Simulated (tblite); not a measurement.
Start geometry of `C1[C]2[C@@H]1C[C@]2(N)/C=N\[H]` [radical] from a force field or distance geometry (Å):
```
atom  x, y, z in Å
H1     2.9213   -0.2707    0.2012
N2     2.8754    0.7687    0.2377
C3     1.6411    1.1031    0.1859
C4     0.4841    0.0570    0.0305
N5     0.9868   -1.2612   -0.4096
C6    -0.4865   -0.1489    1.2080
C7    -1.5318    0.4256    0.3353
C8    -1.8985   -0.1006   -0.9931
C9    -0.6141    0.5322   -0.8007
H10    1.3488    2.1720    0.2194
H11    1.4019   -1.2066   -1.3494
H12    0.2604   -1.9763   -0.4885
H13   -0.6769   -1.1769    1.5448
H14   -0.2528    0.4483    2.0994
H15   -1.9352    1.3694    0.7038
H16   -1.9093   -1.1738   -1.1478
H17   -2.6217    0.4505   -1.5868
```

Problem. What comes out of this run: GFN2-xTB geometry optimisation, gas phase in tblite 0.8.0?

Solution. 
```
atom  x, y, z in Å
H1     3.0637   -0.3103    0.2803
N2     2.8356    0.6805    0.3674
C3     1.6221    0.9486    0.2060
C4     0.4973   -0.0009   -0.0914
N5     0.9970   -1.2748   -0.5172
C6    -0.4876   -0.0324    1.1349
C7    -1.5632    0.6776    0.3351
C8    -1.8991   -0.1548   -0.8893
C9    -0.6599    0.6532   -0.8564
H10    1.3228    1.9874    0.3095
H11    1.6808   -1.1768   -1.2593
H12    0.2511   -1.8808   -0.8365
H13   -0.7378   -1.0553    1.4164
H14   -0.1169    0.5167    1.9975
H15   -2.2218    1.4322    0.7254
H16   -1.8932   -1.2388   -0.8331
H17   -2.6978    0.2407   -1.4991
```

The energy falls by 1.104 eV over 78 L-BFGS steps, the largest force on an atom goes from 4.52 to 0.009 eV/Å, and the atoms move by 0.217 Å rms after alignment. The bond that changes most is C4–C9 (ends: carbon bonded to 3 C and N; carbon bonded to 3 C), which lengthens by 0.077 Å. Bonds longer at the end by more than 0.005 Å: 6 of 18; shorter: 11. Among the angles that change most is C9–C7–H15, from 115.5° to 132.1°. Among the dihedrals that turn most is H15–C7–C8–H16, from -150° to -125°. Rotational constants go from 4437, 1588, 1492 to 4507, 1629, 1463 MHz. The orientation of the end geometry is arbitrary; only internal coordinates are fixed.

Its GFN2-xTB frequencies are all real (lowest 92 cm⁻¹). 3 starts were optimised and ended at 0.00, 0.01 and 0.25 kcal/mol (GFN2-xTB); the lowest of these is shown.

One conformer stands for the species.

The numbers are calculated, not measured.
